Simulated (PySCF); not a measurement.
Spinor energies of O (oxygen, neutral)

Start: [He] 2s2 2p4; 2p1/2 filled at m_j = +1/2; 2p3/2 filled at m_j = -1/2, +1/2, +3/2. Calculated with PySCF 2.14 in x2c-SVPall-2c with one added diffuse shell of s type (4s2p1d, 15 functions): generalised Hartree-Fock with the X2C-1e Hamiltonian and a Gaussian nucleus; one run each with spin-orbit coupling (SO) switched off, then screened by Boettger's factors. This is a chosen level, not necessarily the ground level.

```
spinor shell  electrons  ε, spin-free (eV)  ε, screened SO (eV)  weight of nominal j (screened SO)  rms radius, screened SO (bohr)
       1s1/2          2            -562.53              -562.52                              1.000                           0.231
       2s1/2          2            -33.151              -33.149                              1.000                            1.28
       2p3/2          3            -17.199              -18.276                              0.664                            1.36
       2p1/2          1            -17.199              -13.970                              0.665                            1.43
```

```csv
quantity,spin-free,screened SO
E (hartree),-74.76985,-74.77020
M_J,2,2
⟨J²⟩,6.008,6.008
⟨L²⟩,2.002,2.002
⟨S²⟩,2.006,2.006
```

Each row is a mean over spinors that exchange with the open shell spreads, by up to 9.216 eV (2s1/2).

Rows whose weight is well below 1 are mixtures of j = l ± 1/2: exchange outweighs spin-orbit coupling there, and the label is only the starting occupation.

Without spin-orbit coupling the j labels of p, d and f shells carry no meaning; the spin-free column gives the mean over the occupied spinors of each nl shell.
